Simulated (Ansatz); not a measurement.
LiAg₆⁺. Total charge 1; singlet. Geometry r2SCAN-D4/def2-SVP.

| atom | x (Å) | y (Å) | z (Å) |
| --- | --- | --- | --- |
| Li1 | 0.303 | 1.457 | -0.396 |
| Ag2 | -0.049 | -0.116 | 1.721 |
| Ag3 | -2.475 | 0.937 | 1.399 |
| Ag4 | -1.525 | -0.455 | -0.666 |
| Ag5 | -0.102 | -0.719 | -2.903 |
| Ag6 | 1.245 | -1.019 | -0.624 |
| Ag7 | 2.603 | -0.084 | 1.469 |

In the def2 sets Ag takes a core potential; there is no spin–orbit coupling. Another isomer (singlet) lies 0.13 eV lower at PBE0-D4/def2-TZVP; other spin states weren't run for this one.

(1) Estimate the orbital energies around the gap (eV) in Ansatz with PBE-D4/def2-TZVP, BLYP-D4/def2-TZVP, r2SCAN-D4/def2-TZVP, PBE0-D4/def2-TZVP, BHLYP-D4/def2-TZVP.

Answers

(1) 
| orbital | PBE-D4/def2-TZVP | BLYP-D4/def2-TZVP | r2SCAN-D4/def2-TZVP | PBE0-D4/def2-TZVP | BHLYP-D4/def2-TZVP |
| --- | --- | --- | --- | --- | --- |
| HOMO−13 | -11.18 | -11.08 | -11.38 | -12.84 | -14.49 |
| HOMO−12 | -11.18 | -11.08 | -11.38 | -12.84 | -14.49 |
| HOMO−11 | -11.04 | -10.94 | -11.23 | -12.66 | -14.29 |
| HOMO−10 | -11.04 | -10.94 | -11.23 | -12.66 | -14.29 |
| HOMO−9 | -11.03 | -10.94 | -11.18 | -12.56 | -14.17 |
| HOMO−8 | -10.92 | -10.85 | -11.10 | -12.53 | -14.15 |
| HOMO−7 | -10.89 | -10.79 | -11.07 | -12.50 | -14.13 |
| HOMO−6 | -10.89 | -10.79 | -11.07 | -12.50 | -14.12 |
| HOMO−5 | -10.82 | -10.72 | -10.95 | -12.33 | -13.93 |
| HOMO−4 | -10.77 | -10.69 | -10.94 | -12.08 | -13.64 |
| HOMO−3 | -10.57 | -10.48 | -10.73 | -12.08 | -13.64 |
| HOMO−2 | -10.57 | -10.48 | -10.73 | -11.88 | -12.62 |
| HOMO−1 | -9.15 | -9.08 | -9.10 | -9.54 | -9.88 |
| HOMO | -9.15 | -9.08 | -9.10 | -9.54 | -9.88 |
| LUMO | -6.74 | -6.73 | -6.49 | -5.94 | -5.26 |
| LUMO+1 | -6.42 | -6.41 | -6.20 | -5.57 | -4.81 |
| LUMO+2 | -6.42 | -6.41 | -6.20 | -5.57 | -4.81 |
| LUMO+3 | -6.21 | -6.17 | -5.94 | -5.46 | -4.78 |
| LUMO+4 | -4.80 | -4.76 | -4.51 | -4.05 | -3.41 |
| LUMO+5 | -4.79 | -4.76 | -4.51 | -4.05 | -3.41 |
